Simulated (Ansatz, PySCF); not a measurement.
The pair A = N2 (SMILES N#N) (first 2 atoms), B = CH4O (SMILES CO); geometry from B3LYP-D3(BJ)/def2-TZVP.
(charge 0, multiplicity 1):
```json
[
 {"atom": "N", "x (Å)": "-0.3484", "y (Å)": "0.3628", "z (Å)": "-0.3261"},
 {"atom": "N", "x (Å)": "0.3666", "y (Å)": "-0.3585", "z (Å)": "0.0709"},
 {"atom": "C", "x (Å)": "0.2281", "y (Å)": "-0.4959", "z (Å)": "3.6436"},
 {"atom": "O", "x (Å)": "-0.6327", "y (Å)": "0.4388", "z (Å)": "3.0066"},
 {"atom": "H", "x (Å)": "0.9253", "y (Å)": "-0.0098", "z (Å)": "4.3348"},
 {"atom": "H", "x (Å)": "0.8048", "y (Å)": "-0.9786", "z (Å)": "2.8562"},
 {"atom": "H", "x (Å)": "-0.3298", "y (Å)": "-1.2671", "z (Å)": "4.1860"},
 {"atom": "H", "x (Å)": "-1.1589", "y (Å)": "0.8833", "z (Å)": "3.6782"}
]
```

Correlated levels freeze the cores. CBS: X⁻³ extrapolation of the correlation energy, Hartree–Fock from the larger set. MP2 and its Hartree–Fock in aug-cc-pVTZ are density fitted.

Run with Ansatz (a quantum-chemistry and plane-wave program) with Gaussian orbitals; PySCF for the dispersion terms. Each number belongs to the level named beside it.

The monomers are drawn apart, rigid, along the line of their centres of mass. Counterpoise-corrected interaction energies (kcal/mol):

```
level                                                     R = 4.757 Å  R = 6.038 Å
--------------------------------------------------------  -----------  -----------
PBE/def2-TZVPPD                                               -0.2311      -0.0616
PBE-D3(BJ)/def2-TZVPPD                                        -0.3752      -0.0979
wB97M-V/def2-TZVPPD                                           -0.3172      -0.0916
MP2/CBS(aug-cc-pVDZ, aug-cc-pVTZ) + ΔCCSD(T)/aug-cc-pVDZ      -0.3175      -0.0930
```

Question: R is the distance of the centres of mass. Find the local exponent m of E ∝ R⁻ᵐ between the two points.

Answer: 
m = ln(E₁/E₂)/ln(R₂/R₁): PBE/def2-TZVPPD 5.5; PBE-D3(BJ)/def2-TZVPPD 5.6; wB97M-V/def2-TZVPPD 5.2; MP2/CBS(aug-cc-pVDZ, aug-cc-pVTZ) + ΔCCSD(T)/aug-cc-pVDZ 5.2. For scale, two fixed dipoles give m = 3, dipole and quadrupole 4, quadrupoles 5, and dispersion or dipole-induced dipole 6 at long range; at these distances several terms mix, and what is left of overlap and damping shifts m, so it need not match one of them.
